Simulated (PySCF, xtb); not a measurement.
Ga(Br)2(OH) (Br₂GaHO), SMILES [OH][Ga]([Br])[Br]. One conformer was computed; it need not be the lowest.

Harmonic wavenumbers (cm⁻¹) from GFN2-xTB run with xtb at its own minimum, in rising order: 71, 105, 131, 235, 320, 338, 466, 588, 3635.

### Question
What does PBE0-D3(BJ)/def2-SVP (PySCF) give at its own minimum? (An estimate is asked for; the answer gives what the named calculation found.)

### Answer
87, 143, 153, 272, 350, 356, 733, 822, 3899. Paired by order, the mean absolute difference is 103 cm⁻¹ and the zero-point energies are 8.4 and 9.7 kcal/mol.
